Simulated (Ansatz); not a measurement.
`C[O][Mg][NH2]`. Total charge 0; spin multiplicity 1.

```csv
atom,x (Å),y (Å),z (Å)
C1,-1.219,-1.366,-1.165
O2,-0.452,-0.498,-0.425
Mg3,0.541,0.610,0.520
N4,1.599,1.792,1.529
H5,-0.601,-2.074,-1.737
H6,-1.854,-0.835,-1.890
H7,-1.889,-1.964,-0.530
H8,1.899,1.661,2.483
H9,1.975,2.674,1.216
```

**Question.** What are the harmonic wavenumbers in cm⁻¹ at PBE0-D4/def2-TZVP (Ansatz, finite differences of forces, unscaled)? (Best estimate.)

**Answer.** Ansatz gave: 4i, 72, 77, 148, 156, 269, 487, 537, 793, 1190, 1190, 1282, 1486, 1494, 1494, 1558, 2964, 3011, 3012, 3589, 3669.
